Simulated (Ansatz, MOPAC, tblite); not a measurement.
Breaking a bond: B2, triplet.

Computed with: UKS-PBE = unrestricted PBE/cc-pVTZ in Ansatz (a program for electronic structure); GFN2-xTB, 300 K electronic temperature (tblite); FCI = Ansatz with full CI/cc-pVTZ, frozen core; PM3, unrestricted, heats of formation (MOPAC).

Energies are in mEh, each relative to the lowest point of its own curve between 1.32 and 1.82 Å, where full CI is lowest.

```tsv
R / Å	UKS-PBE	GFN2-xTB	FCI	PM3
1.21	116.8	72.1	126.1	20.2
1.32	…	…	53.3	…
1.40	20.0	0.0	23.7	0.0
1.47	6.8	4.2	…	5.1
1.51	2.7	9.7	4.2	9.6
1.60	0.0	25.2	0.0	22.5
1.65	1.4	34.8	…	30.6
1.70	4.3	45.0	3.1	39.1
1.74	7.3	…	5.8	46.1
1.82	14.8	70.7	12.9	60.3
```

Q: Some entries are withheld; supply them.

A: 
- 1.32, UKS-PBE: 47.4
- 1.32, GFN2-xTB: 10.3
- 1.32, PM3: 0.6
- 1.47, FCI: 9.0
- 1.65, FCI: 0.8
- 1.74, GFN2-xTB: 53.4

The scan ran from 1.21 to 5.68 Å; beyond the distances shown full CI changes its symmetry label. The unrestricted determinant behind UKS-PBE is spin-contaminated at 1.21 to 1.82 Å (<S²> up to 2.8, against 2.00 for a pure triplet). Also computed but left out beside FCI, since their determinant holds another spin at the minimum (<S²> over 0.7 above the pure value): UHF, UMP2, UCCSD, UCCSD(T), UMP2/6-31G*.
